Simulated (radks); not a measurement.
All-electron atom: Tc4.25+ in [Ar] 3d10 4s2 4d(up 2, down 2) 4p(up 2.5, down 2.25) (fractional occupations, a model configuration).

Calculated with a radial shooting solver on a logarithmic mesh with Libxc functionals: scalar-relativistic Kohn-Sham, PBEsol, spin-polarised, spherical densities, point nucleus.

Energy parts (hartree):
| part | energy |
|---|---|
| total | -4277.50632 |
| kinetic | 4416.77839 |
| electron-nucleus | -10234.77579 |
| Hartree | 1664.69394 |
| exchange-correlation | -124.20286 |

Orbitals (lengths in bohr, moments of r in powers of bohr; r(max) is where P^2 peaks):
orbital	occ.	eigenvalue (hartree)	r(max)
1s up	1	-768.5400	0.02229
1s down	1	-768.5382	0.02229
2s up	1	-111.4145	0.1262
2s down	1	-111.4133	0.1262
2p up	3	-99.95487	0.1008
2p down	3	-99.95308	0.1008
3s up	1	-21.07179	0.3724
3s down	1	-21.06975	0.3724
3p up	3	-17.30925	0.3657
3p down	3	-17.30695	0.3657
3d up	5	-11.21556	0.3111
3d down	5	-11.21313	0.3111
4s up	1	-4.60968	0.9410
4s down	1	-4.59878	0.9409
4p up	2.5	-3.54762	1.008
4p down	2.25	-3.53726	1.008
4d up	2	-1.99746	1.186
4d down	2	-1.98925	1.188

The highest occupied level is 4d down at -54.130 eV. Summed over all electrons, <r^2> = 22.12 bohr^2, which gives a Langevin (diamagnetic) susceptibility term of -17.5 x 10^-6 cm^3/mol. Spin moment in Bohr magnetons: 0.25.
